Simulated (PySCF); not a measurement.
Here is a job for PySCF.
```python
from pyscf import gto, scf, dft
from pyscf.prop import polarizability

mol = gto.Mole()
mol.atom = '''
    Si   -1.37494538   -0.07350193    0.01168100
    O    -2.18241473    1.32196037    0.11485808
    O     0.22472156    0.40150912   -0.04024002
    C     1.23517379   -0.45714464   -0.01840586
    C     2.57350943    0.22902634   -0.07082160
    O     1.07330766   -1.64556268    0.03955408
    H    -1.66454745   -0.77056651    1.24832185
    H    -1.65460822   -0.78771851   -1.22664809
    H    -1.88182727    2.11784552   -0.31728216
    H     3.36866924   -0.50995291   -0.07532119
    H     2.62935156    0.84497997   -0.96551521
    H     2.67518221    0.87989474    0.79489864
'''
mol.basis = '6-31g'
mol.verbose = 3
mol.build()

mf = dft.RKS(mol)
mf.xc = 'b3lyp'
mf.kernel()
alpha = mf.Polarizability().polarizability()[2, 2]
print('alpha_zz =', alpha)
```

### Question
What does this run give for the polarisability along z, Mulliken (on the basis functions themselves) charges in atom order, HOMO-LUMO gap, HOMO energy, total energy?

### Answer

* **polarisability along z**: 36.9 bohr³
* **Mulliken (on the basis functions themselves) charges in atom order**: Si1 1.09, O2 -0.78, O3 -0.68, C4 0.51, C5 -0.44, O6 -0.39, H7 -0.11, H8 -0.13, H9 0.40, H10 0.17, H11 0.17, H12 0.18
* **HOMO-LUMO gap**: 7.67 eV
* **HOMO energy**: -7.77 eV
* **total energy**: -594.9106 Eh

### Question
Roughly what does it cost on one core?

### Answer
roughly 13 core-seconds.
